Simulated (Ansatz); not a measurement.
GeCl2 (the lowest singlet isomer of a short search) was relaxed with B3LYP-D4 (def2-TZVP) in Ansatz in these states: neutral quintet, neutral singlet, neutral triplet. The geometries follow in no particular order.

A:

```xyz
3

Ge   -0.0946    0.1330    0.0092
Cl   -1.3809    1.9773    0.1163
Cl    1.4756   -2.1103   -0.1255
```

B:

```
atom    x (Å)    y (Å)    z (Å)
 Ge1  -0.4097   0.6001   0.5955
 Cl2   0.0870   0.8500  -1.5378
 Cl3   0.3226  -1.4502   0.9423
```

C:

```xyz
3

Ge   -0.697    0.050    0.247
Cl    0.706   -1.359    1.150
Cl   -0.009    1.309   -1.398
```

Judge from the bond lengths which geometry belongs to which state (an estimate).

A is the neutral quintet (Ge1–Cl3 2.741 Å, Ge1–Cl2 2.251 Å); B is the neutral singlet (Ge1–Cl3 2.205 Å, Ge1–Cl2 2.205 Å); C is the neutral triplet (Ge1–Cl3 2.183 Å, Ge1–Cl2 2.183 Å).

At PBE0-D4/def2-TZVP a singlet lies 7.29 eV below the neutral quintet. At PBE0-D4/def2-TZVP a singlet lies 2.55 eV below the neutral triplet. These are the stationary points nearest to one start from a short search; other shapes may lie lower in each state.
